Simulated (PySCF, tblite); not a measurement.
Isomers of C5H4F3O2 (doublet state). Level: GFN2-xTB in tblite, geometry and Hessian alike; calculated harmonic values, unscaled, isolated species. The method is semi-empirical: single wavenumbers can be off by several per cent or more. One conformer each. Open shells enter through the occupations alone, without spin polarisation, and single modes of such species can be off by tens of per cent.

Electronic energies: B3LYP/pcH-1 single points on the GFN2-xTB geometries (PySCF, gas phase).

```csv
SMILES,"electronic energy, lowest = 0 (kcal/mol)"
[CH2][C@H](C(=O)O)C(F)=C(F)F,16.6
[CH2]C(=O)O/C(F)=C\C(F)F,5.2
C/C=[C]\C(=O)OC(F)(F)F,3.5
O=C([C@@H]1C[CH]O1)C(F)(F)F,26.9
O=C([C@@H]1[CH]CO1)C(F)(F)F,33.4
O=C([C]1CCO1)C(F)(F)F,4.2
C/[C]=C/C(=O)OC(F)(F)F,0.0
```

Problem. How do GFN2-xTB zero-point energies change the relative energies?

Solution. 
| SMILES | ZPE (kcal/mol) | of it from modes above 1550 cm⁻¹ | electronic (kcal/mol) | with ZPE, lowest = 0 (kcal/mol) | lowest mode (cm⁻¹) | rings |
| --- | --- | --- | --- | --- | --- | --- |
| C/[C]=C/C(=O)OC(F)(F)F | 51.1 | 21.9 | 0.0 | 0.0 | 43 | 0 |
| C/C=[C]\C(=O)OC(F)(F)F | 51.6 | 22.5 | 3.5 | 3.9 | 35 | 0 |
| O=C([C]1CCO1)C(F)(F)F | 53.5 | 19.5 | 4.2 | 6.5 | 38 | 1 |
| [CH2]C(=O)O/C(F)=C\C(F)F | 51.5 | 22.3 | 5.2 | 5.6 | 59 | 0 |
| [CH2][C@H](C(=O)O)C(F)=C(F)F | 51.5 | 23.3 | 16.6 | 17.0 | 40 | 0 |
| O=C([C@@H]1C[CH]O1)C(F)(F)F | 52.3 | 19.6 | 26.9 | 28.1 | 52 | 1 |
| O=C([C@@H]1[CH]CO1)C(F)(F)F | 51.8 | 19.4 | 33.4 | 34.1 | 41 | 1 |

The zero-point energies span 2.4 kcal/mol, from `C/[C]=C/C(=O)OC(F)(F)F` to `O=C([C]1CCO1)C(F)(F)F`. The lowest isomer stays, but the order above it changes.

Problem. And how do the electronic energies of GFN2-xTB itself compare?

Solution. `C/[C]=C/C(=O)OC(F)(F)F` 6.1; `C/C=[C]\C(=O)OC(F)(F)F` 0.8; `O=C([C]1CCO1)C(F)(F)F` 0.0; `[CH2]C(=O)O/C(F)=C\C(F)F` 5.8; `[CH2][C@H](C(=O)O)C(F)=C(F)F` 18.1; `O=C([C@@H]1C[CH]O1)C(F)(F)F` 27.7; `O=C([C@@H]1[CH]CO1)C(F)(F)F` 32.1 kcal/mol, lowest = 0. Against the energies above, taken from the same isomer `C/[C]=C/C(=O)OC(F)(F)F`, the largest difference is 10.3 kcal/mol.

Problem. What do entropy and thermal enthalpy add at 298.15 K and 1 bar (rigid rotor, harmonic oscillator, one conformer each)?

Solution. 
| SMILES | point group | symmetry number | S (cal/(mol K)) | H − H(0) (kcal/mol) | ZPE + H − H(0) − TS (kcal/mol) |
| --- | --- | --- | --- | --- | --- |
| C/[C]=C/C(=O)OC(F)(F)F | Cs | 1 | 105.3 | 7.28 | 27.0 |
| C/C=[C]\C(=O)OC(F)(F)F | C1 | 1 | 106.4 | 7.32 | 27.2 |
| O=C([C]1CCO1)C(F)(F)F | Cs | 1 | 98.5 | 6.50 | 30.6 |
| [CH2]C(=O)O/C(F)=C\C(F)F | C1 | 1 | 100.1 | 6.86 | 28.5 |
| [CH2][C@H](C(=O)O)C(F)=C(F)F | C1 | 1 | 103.4 | 7.27 | 27.9 |
| O=C([C@@H]1C[CH]O1)C(F)(F)F | C1 | 1 | 98.3 | 6.56 | 29.6 |
| O=C([C@@H]1[CH]CO1)C(F)(F)F | C1 | 1 | 98.3 | 6.58 | 29.1 |

S holds R ln(2S + 1) for the spin.
